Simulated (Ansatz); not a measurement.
Cost and result for the atomization energy of ClH6NSi2Sn, SMILES `[SiH3][N]([SiH3])[Sn][Cl]` (11 atoms, 10 bonds).

```xyz
11

Si    1.406   -0.122    0.053
N    -0.277    0.315   -0.090
Si   -1.472   -0.899    0.231
Sn   -0.962    2.174   -0.617
Cl    1.211    3.124   -0.855
H     1.438   -1.558    0.457
H     2.127    0.015   -1.237
H     2.098    0.672    1.098
H    -1.366   -2.055   -0.699
H    -2.806   -0.255    0.035
H    -1.396   -1.412    1.624
```

Charge 0, multiplicity 1. Correlated methods include outer-core shells of Sn, which these sets cover unevenly. Sn: def2 effective core potential. All single points use the PBE0-D4/def2-TZVP geometry. It is one conformer, not always the lowest. Program: Ansatz. All runs use 4 threads of an Arm Neoverse V2 on a shared host. Times are those of one run each, without the atoms' runs, and a repeat can differ threefold. Electronic energies, without spin–orbit coupling; frozen cores. CCSD(T)/CBS adds CCSD(T) − MP2 in def2-TZVPP to the MP2 limit, and its time is that of the two runs behind it. T1 = 0.015. With those shells the extrapolation isn't a true limit. HSE06 is the plane-wave form, built on full-range PBE exchange.

CCSD(T)/CBS is a level of theory with its own doubt, some kJ/mol a heavy atom from the limit and from the frozen cores, so smaller differences don't rank the functionals.

```json
{"level": "LDA (SPW92)/def2-TZVPP", "functions": "291", "wall time": "1.8 s", "atomization (kcal/mol)": "900.6", "difference from CCSD(T)/CBS": "89.5", "per bond": "9.0"}
{"level": "revPBE-D4/def2-TZVPP", "functions": "291", "wall time": "3 s", "atomization (kcal/mol)": "789.3", "difference from CCSD(T)/CBS": "-21.8", "per bond": "-2.2"}
{"level": "PBE0-D4/def2-TZVPP", "functions": "291", "wall time": "5.5 s", "atomization (kcal/mol)": "794.3", "difference from CCSD(T)/CBS": "-16.8", "per bond": "-1.7"}
{"level": "BHLYP-D4/def2-TZVPP", "functions": "291", "wall time": "5.5 s", "atomization (kcal/mol)": "791.7", "difference from CCSD(T)/CBS": "-19.4", "per bond": "-1.9"}
{"level": "HSE06-D4/def2-TZVPP", "functions": "291", "wall time": "6 s", "atomization (kcal/mol)": "794.5", "difference from CCSD(T)/CBS": "-16.6", "per bond": "-1.7"}
{"level": "r2SCAN-D4/def2-TZVPP (with forces)", "functions": "291", "wall time": "7.5 s", "atomization (kcal/mol)": "802.5", "difference from CCSD(T)/CBS": "-8.6", "per bond": "-0.9"}
{"level": "PBE-QIDH/def2-TZVPP", "functions": "291", "wall time": "9 s", "atomization (kcal/mol)": "791.3", "difference from CCSD(T)/CBS": "-19.8", "per bond": "-2.0"}
{"level": "CCSD(T)/def2-SVP", "functions": "124", "wall time": "11 s", "atomization (kcal/mol)": "735.9", "difference from CCSD(T)/CBS": "-75.2", "per bond": "-7.5"}
{"level": "B97M-V/def2-TZVPP", "functions": "291", "wall time": "13 s", "atomization (kcal/mol)": "812.6", "difference from CCSD(T)/CBS": "1.5", "per bond": "0.2"}
{"level": "ωB97X-V/def2-TZVPP", "functions": "291", "wall time": "13 s", "atomization (kcal/mol)": "813.3", "difference from CCSD(T)/CBS": "2.2", "per bond": "0.2"}
{"level": "MP2/def2-QZVPP", "functions": "529", "wall time": "28 s", "atomization (kcal/mol)": "804.4", "difference from CCSD(T)/CBS": "-6.7", "per bond": "-0.7"}
{"level": "CCSD(T)/def2-TZVPP", "functions": "291", "wall time": "6.4 min", "atomization (kcal/mol)": "781.8", "difference from CCSD(T)/CBS": "-29.3", "per bond": "-2.9"}
{"level": "CCSD(T)/CBS(def2)", "functions": "–", "wall time": "6.8 min", "atomization (kcal/mol)": "811.1", "difference from CCSD(T)/CBS": "0.0", "per bond": "0.0"}
```

The D4 term adds +15.5 kcal/mol with B3LYP and +8.1 kcal/mol with PBE0; it sums over pairs of atoms, weighted by their polarisabilities, and B3LYP, whose exchange is more repulsive, gets the larger term. From PBE to PBE0 (25 % exact exchange), in def2-TZVPP and without D4, the atomization energy moves by −8.3 kcal/mol: exact exchange takes away binding that semilocal exchange gives to molecules. Leaving LDA and LC-ωPBE aside and taking each functional with its dispersion term where it has one, the values spread over 24.0 kcal/mol, from revPBE-D4 to ωB97X-V. LDA lies +106.1 kcal/mol from PBE without D4, its usual overbinding.

B3LYP here is the variant with VWN-RPA as its local correlation; programs differ in this.

Spin–orbit coupling would lower the free Sn atoms strongly, and the atomization energy with them, by more than many differences here. For some Ge, Se and Sn compounds the MP2-based and the directly extrapolated limit differ by 10 to 25 kJ/mol.
